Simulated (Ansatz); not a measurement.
Mg4H14S4. The state is a singlet with charge 0. Geometry r2SCAN-D4/def2-SVP, basis def2-TZVP, Ansatz.

```xyz
22

Mg    1.4396   -1.4380   -2.6902
S     0.5219    1.3117   -2.4071
Mg   -2.2862   -0.7188    0.2973
S    -0.6130   -2.0559   -1.2264
S    -0.7883    1.8968    3.0417
Mg   -0.1436    1.9629    0.2560
Mg    0.1584   -2.4790    1.1814
S     1.5476   -0.0658    1.0512
H     1.5427   -2.1470   -4.2489
H     2.2879   -0.5368   -1.4208
H    -0.2229    2.2318   -3.0805
H     1.6780    1.9844   -2.5937
H    -1.5896    0.9548   -0.0627
H    -3.9733   -1.0491    0.3541
H    -1.2219   -3.1797   -1.6626
H    -2.0091    1.3159    3.0857
H    -1.2824    3.1554    3.0389
H     0.4988    3.5562    0.3404
H     1.0426   -3.7621    1.8772
H    -1.1064   -1.2401    1.7273
H     2.8595    0.0661    0.7657
H     1.6599    0.2363    2.3761
```

```
run  HOMO (eV)  LUMO (eV)
  A      -5.63      -2.08
  B      -5.87      -1.88
  C      -6.35      -1.57
  D      -6.75      -1.20
```

HSE06 is defined as in plane-wave codes, on full-range PBE exchange.

Question: The runs used HSE06, PBE, PBE0, r2SCAN. Estimate which is which.

Answer: A PBE (0 % exact exchange); B r2SCAN (0 % exact exchange); C HSE06 (range-separated); D PBE0 (25 % exact exchange). Exact exchange lowers occupied and raises empty levels; among semilocal functionals meta-GGAs tend to open the gap a little, and such runs are hard to tell apart. The gap grows from 3.55 eV (PBE) to 5.55 eV (PBE0).
